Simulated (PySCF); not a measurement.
Simulated characterisation data

[PySCF 2.14: σ from GIAO-PBE0/pcSseg-1; geometry from GFN2-xTB; one conformer; non-relativistic; equivalent nuclei averaged; gas phase]

References, each an isolated molecule treated in the same way: ¹H (σ = 31.72 ppm) and ¹³C (σ = 186.93 ppm) vs TMS. Splittings of carbon signals by F and P are missing where no couplings were computed. Where no couplings were computed, multiplicities follow the n + 1 count of equivalent neighbours, and m marks all less simple cases (inequivalent or close neighbours, rings, F or P nearby). Shifts are as computed. Against solution values, carbons near 30 ppm lie about +3 ppm off and those near 130 ppm about +5 ppm. Of 1211 compounds with measured shifts, 218 miss one by over three times the rms of a fit or turn the order of signals round; such compounds aren't used in these exercises. OH and NH positions are gas-phase values without hydrogen bonding to other molecules.

Compound 1 (C$_{5}$H$_{8}$N$_{2}$). ¹H NMR (400 MHz, computed): δ 5.99 (d, 1H), 5.86 (m, 1H), 5.39 (m, 1H), 5.30 (m, 1H), 4.74 (br s, 1H), 3.91 (m, 1H), 3.67 (m, 1H), 3.15 (m, 1H). ¹³C{¹H} NMR (computed): δ 147.8, 139.0, 121.7, 56.3, 54.5. Structure: `InChI=1S/C5H8N2/c1-2-5-3-6-7-4-5/h2-3,5,7H,1,4H2/t5-/m1/s1`.

Compound 2 (C$_{6}$H$_{10}$F$_{2}$O). ¹H NMR (400 MHz, computed): δ 6.16 (m, 1H), 4.24 (m, 1H), 3.52 (m, 1H), 3.42 (m, 1H), 1.99 (m, 1H), 1.76 (m, 1H), 1.60 (m, 1H), 1.60 (m, 1H), 1.40 (m, 1H), 1.31 (m, 1H). ¹³C{¹H} NMR (computed): δ 122.7 (CH), 82.5 (CH), 72.8 (CH2), 29.9 (CH2), 26.5 (CH2), 26.0 (CH2). Structure: `C1CCC[C@@H](C(F)F)O1`.

Compound 3 (C$_{7}$H$_{5}$FO$_{2}$). ¹H NMR (400 MHz, computed): δ 6.86 (m, 1H), 6.09 (d, 1H), 2.12 (s, 3H). ¹³C{¹H} NMR (computed): δ 183.4, 177.4, 160.1, 147.7, 133.6, 131.6, 15.8. Structure: SMILES CC1=C(F)C(=O)C(=O)C=C1.
